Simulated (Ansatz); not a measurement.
Reaction (redistribution): `[CH3][AlH][SiH2][SbH2]` + `F[SiH2]Cl` → `[CH3][AlH][SiH2]F` + `Cl[SiH2][SbH2]`

Computed with Ansatz on PBE0-D4/def2-TZVP structures; ΔE is electronic, products minus reactants. CBS: MP2 limit from def2 TZ/QZ plus the TZ coupled-cluster correction, frozen cores. This one scheme is used for every species. Functionals use def2-TZVPP. B3LYP here is the variant with VWN-RPA as its local correlation; programs differ in this. HSE06 is defined as in plane-wave codes. Elements past krypton have def2 core potentials. For Sb outer-core shells are correlated without core-valence functions, which leaves a few kJ/mol of doubt a bond. Each species was taken in one conformer, which may not be the lowest.

| level | ΔE (kJ/mol) | difference from CCSD(T)/CBS |
| --- | --- | --- |
| LDA (SPW92) | 65.8 | 12.2 |
| PBE-D4 | 56.1 | 2.5 |
| revPBE-D4 | 55.0 | 1.4 |
| r2SCAN-D4 | 57.6 | 4.0 |
| B97M-V | 56.2 | 2.6 |
| PBE0-D4 | 54.5 | 0.9 |
| B3LYP-D4 | 44.3 | -9.3 |
| r2SCANh-D4 | 57.0 | 3.4 |
| r2SCAN0-D4 | 56.2 | 2.6 |
| HSE06-D4 | 54.6 | 1.0 |
| CAM-B3LYP-D4 | 40.5 | -13.1 |
| ωB97M-V | 51.9 | -1.7 |
| B2PLYP | 44.5 | -9.1 |
| PBE-QIDH | 54.5 | 0.9 |
| PBE | 51.4 | -2.2 |
| revPBE | 44.4 | -9.2 |
| BLYP | 34.9 | -18.7 |
| r2SCAN | 56.4 | 2.8 |
| B3LYP | 36.7 | -16.9 |
| r2SCANh | 55.8 | 2.2 |
| r2SCAN0 | 54.8 | 1.2 |
| HSE06 | 50.7 | -2.9 |
| BHLYP | 35.3 | -18.3 |
| CAM-B3LYP | 36.1 | -17.5 |
| LC-ωPBE | 44.0 | -9.6 |
| RPA@PBE/def2-TZVPP | 49.6 | -4.0 |
| HF/def2-SVP | 22.5 | -31.1 |
| MP2/def2-SVP | 54.9 | 1.3 |
| CCSD/def2-SVP | 47.7 | -5.9 |
| HF/def2-TZVPP | 22.0 | -31.6 |
| MP2/def2-TZVPP | 58.0 | 4.4 |
| SCS-MP2/def2-TZVPP | 49.0 | -4.6 |
| CCSD/def2-TZVPP | 47.3 | -6.3 |
| CCSD(T)/def2-TZVPP | 53.6 | 0.0 |
| HF/def2-QZVPP | 21.5 | -32.1 |
| MP2/def2-QZVPP | 57.8 | 4.2 |
| SCS-MP2/def2-QZVPP | 48.5 | -5.1 |
| HF/CBS(def2) | 21.4 | -32.2 |
| MP2/CBS(def2) | 57.9 | 4.3 |
| CCSD/CBS(def2) | 47.3 | -6.3 |
| CCSD(T)/CBS | 53.6 | 0 |

Largest T1 diagnostic among the species: 0.014.

Leaving LDA and LC-ωPBE aside and taking each functional with its dispersion term where it has one, the values spread over 17.1 kJ/mol, from CAM-B3LYP-D4 to r2SCAN-D4. LDA lies +14.4 kJ/mol from PBE without D4. In def2-TZVPP, CCSD(T) changes the Hartree–Fock value by +31.7 kJ/mol (the triples alone add +6.3 kJ/mol) and MP2 by +36.0 kJ/mol.
